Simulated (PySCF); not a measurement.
Ionising ZnO

PBE0; Zn def2-TZVPPD, O def2-TZVPPD; no relativity (PySCF 2.14). Neutral (UKS): triplet (σ ↑, π ↑), Re = 1.867 Å, ωe = 530 cm⁻¹, De = 1.44 eV, HOMO -6.55 eV, LUMO -3.50 eV.

ZnO⁺ (UKS): doublet (π ↑), Re = 1.796 Å, ωe = 638 cm⁻¹, De = 1.56 eV to Zn⁺ + O. The energies at the minima are -1854.21630 hartree for ZnO and -1853.88671 for ZnO⁺.

**Question.** Work out the adiabatic ionisation energy, without and with harmonic zero-point energies (1 hartree = 27.2114 eV, 1 eV = 8065.5 cm⁻¹), and the change of the bond length.

**Answer.** At PBE0: 0.32959 hartree = 8.969 eV between the minima; the zero-point term (638.0 − 530.0)/2 cm⁻¹ = +0.007 eV makes it 8.975 eV. Re changes by -7.1 pm against the neutral. The electron leaves a σ orbital, and the shorter bond of the ion fits an antibonding orbital, or a change in how ionic the bond is.

ZnO⁻ (UKS): doublet (σ ↑), Re = 1.762 Å, ωe = 630 cm⁻¹, De = 2.04 eV to Zn + O⁻. The energies at the minima are -1854.21630 hartree for ZnO and -1854.28950 for ZnO⁻.

**Question.** Work out the adiabatic electron affinity, without and with harmonic zero-point energies (1 hartree = 27.2114 eV, 1 eV = 8065.5 cm⁻¹), and the change of the bond length.

**Answer.** At PBE0: 0.07320 hartree = 1.992 eV between the minima; the zero-point term (530.0 − 630.0)/2 cm⁻¹ = -0.006 eV makes it 1.986 eV. Re changes by -10.5 pm against the neutral. The electron enters a π orbital; the charge polarises the partner, so the anion is bound more strongly.

For an ion De counts to the pair picked by the measured ionisation energies or electron affinities, which need not be the lowest pair at this level. States were picked by a PBE0 search and need not be the measured ground states.
